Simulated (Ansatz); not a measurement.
Calculated with Ansatz (gas phase, PBE0-D4/def2-TZVP geometries, no zero-point term in ΔE). CBS: MP2 limit from def2 TZ/QZ plus the TZ coupled-cluster correction, frozen cores. This one scheme is used for every species. DFT in def2-TZVPP. Triplets are unrestricted, without spin–orbit coupling. Elements past krypton have def2 core potentials. For Sn outer-core shells are correlated without core-valence functions, which leaves a few kJ/mol of doubt a bond. One conformer a species, not always the lowest.

Reaction (formal loss of a carbene): `[CH3][Sn]([SH])([Cl])[Cl]` → `[CH2]` (triplet) + `[SH][SnH]([Cl])[Cl]`

`[CH3][Sn]([SH])([Cl])[Cl]`:

Cartesian coordinates in Å:
```
C 0.080 0.165 1.589
Sn -0.245 -0.022 -0.494
S 1.741 -0.435 -1.738
Cl -1.768 -1.722 -0.926
Cl -1.268 1.888 -1.330
H 0.517 -0.759 1.964
H -0.881 0.347 2.069
H 0.753 1.003 1.769
H 1.072 -0.465 -2.904
```

`[CH2]` (triplet):

Cartesian coordinates in Å:
```
C -0.211 -0.071 0.163
H -0.247 0.966 -0.135
H 0.458 -0.895 -0.028
```

`[SH][SnH]([Cl])[Cl]`:

Cartesian coordinates in Å:
```
S 0.823 1.760 -0.083
Sn -0.052 -0.422 0.255
Cl -1.038 -1.143 -1.713
Cl 1.779 -1.763 0.680
H -0.325 2.186 -0.642
H -1.187 -0.618 1.502
```

```
         level  ΔE (kJ/mol)  difference from CCSD(T)/CBS
        PBE-D4        487.9                          0.9
       PBE0-D4        478.5                         -8.5
    r2SCAN0-D4        455.4                        -31.6
  CAM-B3LYP-D4        476.6                        -10.4
       ωB97M-V        483.8                         -3.2
        r2SCAN        458.2                        -28.8
       r2SCAN0        452.8                        -34.2
         BHLYP        452.4                        -34.6
   HF/def2-SVP        330.1                       -156.9
MP2/def2-TZVPP        492.6                          5.6
   CCSD(T)/CBS        487.0                            0
```

Largest T1 diagnostic among the species: 0.011.

From PBE to PBE0 (25 % exact exchange), in def2-TZVPP and without D4, ΔE moves by −8.6 kJ/mol. At CCSD(T), def2-SVP lies −33.0 kJ/mol from the extrapolated value and def2-TZVPP −13.4 kJ/mol.
